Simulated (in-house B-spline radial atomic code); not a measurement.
Computed with a B-spline radial atomic code. Model: two electrons, singlet ground state, non-relativistic, full CI in B-splines with partial waves to l = 8 (at full coupling up to 3e-4 hartree above the limit, correlation up to 0.6 % small), density held at that of full coupling by Lieb maximisation.

Along the adiabatic connection the electron repulsion is scaled by a coupling λ while a local potential keeps the density fixed. At λ = 0 the system is the Kohn-Sham one and W equals the exchange energy; the exchange-correlation energy is the area under W between 0 and 1. The kinetic energy rises with λ as the electrons avoid each other, with dT/dλ = −λ dW/dλ.

Command:
```bash
python run_ac.py task.json out
```
Settings (lengths in bohr, energies in hartree):
```
potential              dot
strength               0.085
lmax                   8
second                 0.5
```

Cost of the run: 22 s on 1 thread of Intel(R) Xeon(R) Processor @ 2.30GHz, on a shared host.

**W = mean repulsion less Hartree energy, and W of three functionals.**

Given: confinement charge in harmonic well; well frequency 0.085 hartree; nuclear charge 0.5; external potential omega^2 r^2/2 - Z/r.

Computed: PBE exchange minus exact 8.043 millihartree; SCAN exchange minus exact 0.72895 millihartree.

```
coupling  W xc (hartree)  W xc minus exchange (millihartree)  kinetic minus Kohn-Sham (millihartree)  LDA (PW92) W minus its exchange (millihartree)  PBE W minus its exchange (millihartree)  SCAN W minus its exchange (millihartree)
       0        -0.27191                                   0                                       0                                               0                                        0                                         0
    0.02        -0.27374                               -1.83                                    0.02                                           -8.83                                    -2.12                                     -1.82
    0.05        -0.27637                               -4.46                                    0.11                                          -17.03                                    -5.25                                     -4.37
    0.12        -0.28202                             -10.114                                    0.59                                          -30.33                                   -12.04                                     -9.79
    0.25        -0.29101                             -19.096                                    2.23                                          -46.91                                   -22.76                                    -18.33
     0.4        -0.29947                             -27.555                                    4.96                                          -60.31                                   -32.78                                    -26.42
     0.6        -0.30844                              -36.53                                    9.41                                          -73.39                                   -43.38                                    -35.15
     0.8        -0.31554                             -43.625                                   14.35                                          -83.29                                   -51.82                                    -42.18
       1        -0.32128                             -49.372                                    19.5                                           -91.2                                   -58.76                                    -47.98
     1.4        -0.33003                             -58.123                                    29.9                                         -103.24                                    -69.6                                       -57
       2               ?                                   ?                                       ?                                               ?                                        ?                                         ?
       3        -0.34823                             -76.321                                   67.65                                         -129.56                                   -94.03                                    -76.19
     4.5               ?                                   ?                                       ?                                               ?                                        ?                                         ?
       7        -0.36357                             -91.663                                  138.29                                         -154.83                                  -118.07                                     -91.2
```

(1) What belongs in the row 2?

(2) What belongs in the row 4.5?

(3) What is the LDA exchange minus exact?

**Energy parts, natural occupations and partial-wave weights.**

Computed: total energy 0.1036 hartree; exchange energy -0.27191 hartree; kinetic part of the DFT correlation energy 0.0195 hartree; initial slope twice GL2 -0.093011 hartree; Hartree energy 0.54382 hartree; Kohn-Sham kinetic 0.18534 hartree; Lieb Oxford ratio E_xc over LDA exchange 1.2977.

| natural | occupation of the shell (electrons) |
| --- | --- |
| s | 1.8897 |
| p | 0.078845 |
| s | 0.029426 |
| d | ? |
| p | 0.00052911 |
| s | 0.00012307 |

(4) What belongs in the row d?

```json
{"wave": "s", "weight": "0.95964"}
{"wave": "p", "weight": "0.039701"}
{"wave": "d", "weight": "0.00057578"}
{"wave": "f", "weight": "?"}
{"wave": "g", "weight": "1.3418e-05"}
```

(5) What belongs in the row f?

(6) What is the kinetic part over minus potential part?

(7) What is the correlation energy?

Answers

(1) W xc (hartree): -0.33898; W xc minus exchange (millihartree): -67.067; kinetic minus Kohn-Sham (millihartree): 44.92; LDA (PW92) W minus its exchange (millihartree): -115.85; PBE W minus its exchange (millihartree): -81.19; SCAN W minus its exchange (millihartree): -66.41.

(2) W xc (hartree): -0.35625; W xc minus exchange (millihartree): -84.342; kinetic minus Kohn-Sham (millihartree): 97.16; LDA (PW92) W minus its exchange (millihartree): -142.29; PBE W minus its exchange (millihartree): -106.09; SCAN W minus its exchange (millihartree): -84.37.

(3) 39.352 millihartree.

(4) occupation of the shell (electrons): 0.0010857.

(5) weight: 6.3366e-05.

(6) 0.39496.

(7) -0.029872 hartree.

Half-way to full coupling W has made 65 % of its drop, against 50 % for a straight line, and second-order (GL2) theory, half the initial slope, overshoots the correlation energy by about 56 %: a marked bend. Over couplings 0 to 1 the errors in E_xc come to about +7.4 millihartree for LDA, +2.4 millihartree for PBE, +1.8 millihartree for SCAN, so SCAN is nearest. In LDA and PBE the errors of exchange and correlation have opposite signs, so the sum is smaller than the larger of the two.
